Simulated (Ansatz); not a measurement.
`[NH2][Hf]([Cl])([Cl])[Cl]`. The species carries charge 0 and has multiplicity 1. Hf takes the def2 core potential.

Cartesian coordinates in Å:
```
N 0.161 -0.447 1.186
Hf -0.084 0.269 -0.660
Cl -1.397 2.191 -0.465
Cl 2.044 0.652 -1.549
Cl -1.177 -1.340 -1.965
H 0.887 -1.088 1.478
H -0.435 -0.238 1.975
```

(1) What are the harmonic wavenumbers in cm⁻¹ at PBE0-D4/def2-TZVP (Ansatz, finite differences of forces, unscaled)? (Best estimate.)

Results:

(1) The calculation gave: 20i, 92, 101, 118, 145, 152, 373, 381, 381, 479, 501, 660, 1536, 3559, 3651.
